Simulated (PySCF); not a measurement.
Species: C5H8FN.
Atom-mapped SMILES: `[H]/[N:7]=[C:5](\[CH2:4][C:2](=[CH2:1])[F:3])[CH3:6]` (hydrogens: H8, H9 on C1; H10, H11 on C4; H12, H13, H14 on C6; H15 on N7)

The closed-shell SCF was solved with PySCF and density fitting under several settings on one GFN2-xTB geometry (grid level 2 and gas phase unless stated).

| settings | basis functions | SCF cycles | E (Eh) | HOMO (eV) | LUMO (eV) | dipole (D) |
| --- | --- | --- | --- | --- | --- | --- |
| PBE0/pcSseg-1 | 159 | 14 | -349.4690 | -7.17 | -0.34 | 2.06 |
| CAM-B3LYP/def2-SVPD | 207 | 13 | -349.5041 | -8.63 | 0.59 | 2.14 |
| PW91/6-31G, IEF-PCM water | 79 | 15 | -349.6879 | -5.42 | -0.99 | 2.87 |
| PBE0/pcSseg-1, level shift 0.1 Eh | 159 | 10 | -349.4690 | -7.17 | -0.34 | 2.06 |
| PBE0/MINI, energy threshold 1e-11 Eh | 43 | 11 | -346.8126 | -8.34 | -1.70 | 1.82 |

Problem. Estimate the rows for these settings: (1) CAM-B3LYP/6-31G*; (2) OLYP/def2-SVPD; (3) PBE0/pcSseg-0.

Solution. 
```json
{"settings": "CAM-B3LYP/6-31G*", "basis functions": "114", "SCF cycles": "13", "E (Eh)": "-349.7235", "HOMO (eV)": "-8.22", "LUMO (eV)": "1.31", "dipole (D)": "2.05"}
{"settings": "OLYP/def2-SVPD", "basis functions": "207", "SCF cycles": "15", "E (Eh)": "-349.5478", "HOMO (eV)": "-5.70", "LUMO (eV)": "-1.35", "dipole (D)": "1.93"}
{"settings": "PBE0/pcSseg-0", "basis functions": "79", "SCF cycles": "14", "E (Eh)": "-348.6995", "HOMO (eV)": "-6.96", "LUMO (eV)": "-0.29", "dipole (D)": "2.42"}
```

Problem. Over all rows, what range does the HOMO–LUMO gap span?

Solution. From 4.35 eV (OLYP/def2-SVPD) to 9.53 eV (CAM-B3LYP/6-31G*). The functional of the narrowest has no exact exchange, that of the widest range-separated exact exchange.

Problem. And the dipole moment?

Solution. From 1.82 D (PBE0/MINI, energy threshold 1e-11 Eh) to 2.87 D (PW91/6-31G, IEF-PCM water); the largest is 1.58 times the smallest, and the median is 2.06 D.

Problem. Compare two rows with the functional PBE0: PBE0/MINI, energy threshold 1e-11 Eh and PBE0/pcSseg-0. Which energy is lower, and by how much?

Solution. PBE0/pcSseg-0 (79 functions) lies 1.8869 Eh or 1184 kcal/mol below PBE0/MINI, energy threshold 1e-11 Eh (43 functions).

Cycle counts include a coarse-grid stage where the run had one. All basis functions are spherical, in the Pople sets too. The species at its GFN2-xTB geometry (one conformer only).

Shape of the structure used: `[H]/[N:7]=[C:5](\[CH2:4][C:2](=[CH2:1])[F:3])[CH3:6]`: C1–C2–C4–C5 -100°, C2–C4–C5–C6 -83°.
